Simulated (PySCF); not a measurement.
Si(H)2(NCO)(OMe) (C2H5NO2Si), SMILES C(=N[SiH2]OC)=O. The structure is a stationary point at PBE-D3(BJ)/def2-SVP. The values are those of a single conformer.

### Question
Give the equilibrium geometry at PBE-D3(BJ)/def2-SVP (PySCF confirms it by a frequency run) as bond lengths and angles, and its point group. (The exact figures need the calculation; the answer reports its results.)

### Answer
This is not unique; one that fits is point group Cs.
Atoms: Si1 N2 C3 O4 O5 C6 H7 H8 H9 H10 H11. Bonded distances (Å): Si1–N2 1.720, Si1–O5 1.671, Si1–H7 1.503, Si1–H8 1.503, N2–C3 1.209, C3–O4 1.181, O5–C6 1.415, C6–H9 1.115, C6–H10 1.109, C6–H11 1.115. Bond angles (°): N2–Si1–O5 106.5, N2–Si1–H7 108.7, N2–Si1–H8 108.7, O5–Si1–H7 111.2, O5–Si1–H8 111.2, H7–Si1–H8 110.3, Si1–N2–C3 174.1, N2–C3–O4 179.0, Si1–O5–C6 123.2, O5–C6–H9 112.3, O5–C6–H10 108.4, O5–C6–H11 112.3, H9–C6–H10 107.8, H9–C6–H11 108.0, H10–C6–H11 107.8.
